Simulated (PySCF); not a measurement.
Computed with PBE-D3(BJ)/def2-TZVP // TPSSh-D3(BJ)/def2-TZVP in PySCF. Isolated molecules, 0 K electronic values unless said otherwise. 

Reference species (SMILES): `[OH][AlH2]` (neutral, multiplicity 1).

```yaml
HOMO: -6.60 eV
LUMO: -1.57 eV
```

Changed species: `[AlH3]` (0 of 3 H replaced by OH; the reference has 1 of 3 H replaced by OH).

Q: What does the change do to the HOMO and LUMO?

A: the HOMO decreases by 0.70 eV, to -7.30 eV; the LUMO drops by 0.96 eV, to -2.53 eV.
